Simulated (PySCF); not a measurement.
Ge(F)(OH) (FGeHO), SMILES [OH][Ge][F] (connectivity only; charge and spin as stated), neutral, multiplicity 1. Heavy atoms are numbered as in [Ge:1]([F:2])[OH:3]. Hydrogens are named by the atom that carries them.

Geometry optimised at PBE0-D3(BJ)/def2-TZVP. The values are those of a single conformer.

Method: KT2/pcSseg-2 (PySCF).

GIAO shieldings, no solvent; atoms alike by connectivity are averaged. δ = σ(ref) − σ: ⁷³Ge against GeH4 (σ = 1672.1 ppm); ¹⁹F against CFCl3 (σ = 125.1 ppm); ¹⁷O against H2O (σ = 324.0 ppm); ¹H against TMS (σ = 31.47 ppm), references at their B3LYP-D3(BJ)/def2-TZVP geometries, non-relativistic.

```csv
nucleus,atoms,count,δ (ppm)
⁷³Ge,Ge1,1,476.2
¹⁹F,F2,1,14.2
¹⁷O,O3 (OH),1,282.9
¹H,H on O3,1,6.98
```
